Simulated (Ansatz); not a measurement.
CH5BFN (`NBCF`), 9 atoms. The species carries charge 0 and has multiplicity 1. All runs use 2 threads of an Arm Neoverse V1 on a shared host. Correlated methods freeze the cores.

Task: How many basis functions does each run have, and how long does it take in Ansatz? RKS ωB97M-V/def2-QZVPP energy; RKS B3LYP-D4/def2-TZVPP energy and forces; RKS PBE0-D4/def2-TZVP frequencies; RHF-CCSD(T)/def2-TZVPP energy; RHF-CCSD(T)/def2-SVP energy; RKS PBE0-D4/def2-TZVP relaxation (6 steps); direct RPA on PBE orbitals/def2-TZVPP energy; RKS B97M-V/def2-TZVPP energy; RKS ωB97M-V/def2-SVP energy; RKS PBE0-D4/def2-QZVPP energy; RKS BLYP-D4/def2-TZVPP energy; RKS BHLYP-D4/def2-TZVPP energy. (An estimate is asked.)

Result: Ansatz gave: Other jobs shared the machine, so times are rough.

```
                                level                   job  functions  wall time  peak host memory (GiB)
               RKS BLYP-D4/def2-TZVPP                energy        194      2.2 s                    0.19
                 RHF-CCSD(T)/def2-SVP                energy         81        3 s                    0.36
              RKS BHLYP-D4/def2-TZVPP                energy        194      3.4 s                    0.36
              RKS B3LYP-D4/def2-TZVPP     energy and forces        194      3.4 s                    0.36
                 RKS ωB97M-V/def2-SVP                energy         81      4.1 s                    0.36
direct RPA on PBE orbitals/def2-TZVPP                energy        194        5 s                    0.36
               RKS PBE0-D4/def2-QZVPP                energy        378      6.5 s                    0.83
                RKS B97M-V/def2-TZVPP                energy        194        9 s                    0.24
               RKS ωB97M-V/def2-QZVPP                energy        378       18 s                       1
                RKS PBE0-D4/def2-TZVP  relaxation (6 steps)        154       20 s                    0.27
               RHF-CCSD(T)/def2-TZVPP                energy        194       70 s                     2.4
                RKS PBE0-D4/def2-TZVP           frequencies        154      100 s                    0.36
```

B3LYP here is the variant with VWN-RPA as its local correlation; programs differ in this.
